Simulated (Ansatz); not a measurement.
A search over several starts for the lowest SCF solution of BeTe₂⁻ at the given spin, in a small basis.

```yaml
crystal:
  periodic: [false, false, false]
  atoms:
    - {symbol: Be, position_ang: [0.000539, -0.000248, 0.001044]}
    - {symbol: Te, position_ang: [1.556336, 1.489943, -0.531857]}
    - {symbol: Te, position_ang: [-1.556875, -1.489695, 0.530814]}
basis:
  gaussian: {orbitals: def2-SVP, initial_orbitals: start.molden}
total_charge: -1
magnetization: {spin_polarized: true, initial_magnetization: 1}
hamiltonian: {xc: pbe0, dispersion: d4}
output: {orbitals: {seedname: orbitals}}
```

The file start.molden holds the orbitals of an earlier run on this structure, at another level or in another basis.

```sh
$ ansatz run in.yaml --threads 4 --pin off --events-out ev --progress --plain --max-ram 3916MiB
```

It prints (some lines left out):

```
Functional definition: PBE0
794 factors; integrals over basis functions are off by at most 1.6e-4 eV
mean field evaluation 1: about -14976.1588 eV, gradient 6.5e1 eV
mean field evaluation 2: about -14981.8738 eV, gradient 7.5e0 eV
mean field evaluation 4: about -14985.6816 eV, gradient 2.3e0 eV
mean field evaluation 8: about -14990.8331 eV, gradient 7.9e-1 eV
mean field evaluation 16: about -14990.8476 eV, gradient 8.3e-6 eV
mean field evaluation 32: about -14990.8476 eV, gradient 1.5e-4 eV
mean field evaluation 64: about -14990.8476 eV, gradient 1.1e-2 eV
mean field evaluation 96: about -14990.8476 eV, gradient 1.1e-3 eV
mean field -14990.84764286 eV, -550.9034897135 hartree, gradient 8.4e-6 eV, S^2 0.769502; 6 other end points of the search recorded, 0 dependent functions left out
reference -14990.84766376 eV, -550.9034904815 hartree; 27, 26 occupied and 34, 35 virtual orbitals, 794 factors
Total energy: -14990.92778671 eV, -550.9064349459 hartree
```

It took 20 s on 4 threads of Arm Neoverse V2 on a shared host.

In the def2 sets Te takes a core potential; there is no spin–orbit coupling. The structure comes from a short search, and lower isomers may exist.
